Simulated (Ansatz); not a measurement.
A search over several starts for the lowest SCF solution of [Ni(SH)4]2- (NiH4S4²⁻) at the given spin, in a small basis.

```yaml
crystal:
  periodic: [false, false, false]
  atoms:
    - {symbol: Ni, position_ang: [-0.115995, 0.004729, -0.130180]}
    - {symbol: S, position_ang: [-0.865046, 0.039593, 2.120618]}
    - {symbol: H, position_ang: [-0.789434, 1.379975, 2.302744]}
    - {symbol: S, position_ang: [2.208267, -0.088867, -0.597131]}
    - {symbol: H, position_ang: [2.337305, -1.436694, -0.549218]}
    - {symbol: S, position_ang: [-0.578054, 2.279817, -0.807021]}
    - {symbol: H, position_ang: [0.430497, 2.385589, -1.705662]}
    - {symbol: S, position_ang: [-0.800736, -2.228403, -0.756313]}
    - {symbol: H, position_ang: [-1.826814, -2.335740, 0.122154]}
basis:
  gaussian: {orbitals: def2-SVP, initial_orbitals: start.molden}
total_charge: -2
magnetization: {spin_polarized: true, initial_magnetization: 2}
hamiltonian: {xc: pbe, dispersion: d4}
output: {orbitals: {seedname: orbitals}}
```

The file start.molden holds the orbitals of an earlier run on this structure, at another level or in another basis.

```sh
$ ansatz run in.yaml --threads 4 --pin off --events-out ev --progress --plain --max-ram 8704MiB
```

Output, abridged:

```
Functional definition: PBE
1444 factors; their error is unknown
mean field evaluation 1: about -84407.3673 eV, gradient 8.0e0 eV
mean field evaluation 2: about -84407.8975 eV, gradient 5.3e-1 eV
mean field evaluation 4: about -84407.8095 eV, gradient 6.9e-2 eV
mean field evaluation 8: about -84407.8095 eV, gradient 1.5e-5 eV
mean field evaluation 16: about -84243.3804 eV, gradient 1.8e2 eV
mean field evaluation 32: about -84407.8971 eV, gradient 8.2e-2 eV
mean field evaluation 64: about -84406.1570 eV, gradient 9.1e0 eV
mean field evaluation 96: about -84407.7127 eV, gradient 1.3e0 eV
mean field -84407.80950099 eV, -3101.9297854932 hartree, gradient 1.1e-5 eV, S^2 2.002597; 11 other end points of the search recorded, 0 dependent functions left out
reference -84407.80955026 eV, -3101.9297873039 hartree; 50, 48 occupied and 73, 75 virtual orbitals, 1444 factors
Total energy: -84408.19939804 eV, -3101.9441139454 hartree
```

Hardware: 4 threads of Intel Xeon 6975P-C on a shared host. Wall time 5.5 s.

A multiply charged anion in the gas phase is held together partly by the finite basis. The highest occupied level of the charge -2 triplet lies above zero (up to 4.98 eV). It is a level of β spin, whose loss leaves a quartet; that state wasn't run at this geometry and level. The electron is either unbound and held by the finite basis, or the level is raised by self-interaction error.
